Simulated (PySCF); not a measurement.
# Static response to an electric field

C₇H₇Cl.
Geometry (GFN2-xTB, Å), atoms numbered from 1 in this order:
```xyz
15
C7H7Cl angstrom
C     -1.2627    1.3039   -0.2283
C     -0.2845    0.2531    0.2227
C      1.0053    0.6615    0.9152
C      1.7956    0.0044    0.0719
C      0.6507   -0.5445   -0.7485
Cl     0.6868   -0.3250   -2.4879
C     -0.0066   -1.7867   -0.1918
C     -0.7831   -1.1162    0.6538
H     -0.7371    2.1116   -0.7334
H     -1.7941    1.7117    0.6297
H     -1.9853    0.8712   -0.9170
H      1.1697    1.2357    1.8065
H      2.8525   -0.1541   -0.0214
H      0.1688   -2.8216   -0.4128
H     -1.4804   -1.3971    1.4194
```

Level: PBE0/def2-SVPD (PySCF), static field, nuclei fixed, core orbitals frozen in the response. The polarisability tensor in these axes (au):

```
x   84.73 -2.41 -6.93
y   -2.41 82.94  5.47
z   -6.93  5.47 91.51
```

Problem. Diagonalise the tensor; give its mean and Δα, where Δα² is half the sum of the squared differences of the eigenvalues.

Solution. Principal values 79.72, 81.32 and 98.14 au; mean 86.39 au = 12.80 Å³ = 14.24 × 10⁻⁴⁰ C²·m²/J; Δα = 17.68 au (20 % of the mean).

Problem. What is the dipole moment, and where does it point?

Solution. (-0.35, 0.04, 2.17) D, 2.20 D in size, pointing from the negative to the positive side. Measured along this direction, the outermost atoms are Cl6 at the negative end and H12 and H15 at the positive end.

Problem. Sum over states: ᾱ = Σ f/ω², ω in Eh. What share falls to these 6 lowest TDDFT singlets (eV, f)? 5.07, 0.0078; 5.09, 0.0004; 5.79, 0.0004; 6.48, 0.0186; 6.86, 0.0004; 7.03, 0.0090.

Solution. They add up to 0.72 au, 0.8 % of the 86.39 au; the largest single term is 0.33 au, from the state at 6.48 eV. Terms in order: 0.22, 0.01, 0.01, 0.33, 0.01, 0.14 au. Higher excitations give the rest. The strengths listed sum to 0.037.

Problem. Give the eigenvalues of the traceless quadrupole moment Θ = ½Σq(3rr − r²1), origin at the centre of nuclear charge.

Solution. -3.22, 0.27, 2.95 D·Å. The values depend on the origin, since the dipole doesn't vanish. The electronic extent ⟨r²⟩ about the same centre is 942 bohr², a root-mean-square distance of 2.00 Å for the 66 electrons.

Problem. What depolarisation ratio follows for Rayleigh scattering of linearly polarised light, taking the static tensor?

Solution. ρ = 3Δα²/(45ᾱ² + 4Δα²) = 937.2/(335857 + 1249.6) = 0.00278.

Problem. Find the Langevin capture rate constant for O2+ (31.990 u) meeting this molecule (126.024 u), k = 2.342 × 10⁻⁹ cm³/s × √(α in Å³ / reduced mass in u).

Solution. The reduced mass is 25.51 u, so k = 1.66 × 10⁻⁹ cm³/s. The formula leaves out the permanent dipole, which adds to the capture rate.

Problem. Estimate the molar refractivity from the static electronic polarisability.

Solution. Lorentz–Lorenz: R = (4π/3)N_A α = 2.5225 cm³/(mol·Å³) × 12.80 Å³ = 32.3 cm³/mol, in the limit of long wavelengths.

Isolated species at its GFN2-xTB geometry, gas phase.

The run behind these numbers computed excited states as well. Hardware: one thread of an Arm Neoverse V1, no GPU, shared host with 32 logical CPUs at a one-minute load of 14. Cost: 38 s of wall time, 0.84 GiB resident at most.
